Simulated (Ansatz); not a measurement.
```xyz
3

S     0.0000    0.0000   -0.1123
H     0.0000    1.0493    0.8987
H     0.0000   -1.0493    0.8987
```

Basis set: 6-31G* (spherical functions). Frozen core: 5 orbitals. Charge 0, multiplicity 1.

Computed with Ansatz (development build ahead of 0.2.0); each method stands on the lowest determinant of its kind that the runs found. Restricted open shells among the atoms or ions are ROHF, correlated in semicanonical orbitals with singles.

The atomization energy at this shape (free ground-state atoms in the same class of orbitals less the molecule, no zero-point energy) of singlet H2S:

```
method  atomization energy
   RHF     114.74 kcal/mol
```

Question: What does RHF-MP2 give?

Answer: 141.91 kcal/mol. Caution: the shape is not the minimum.
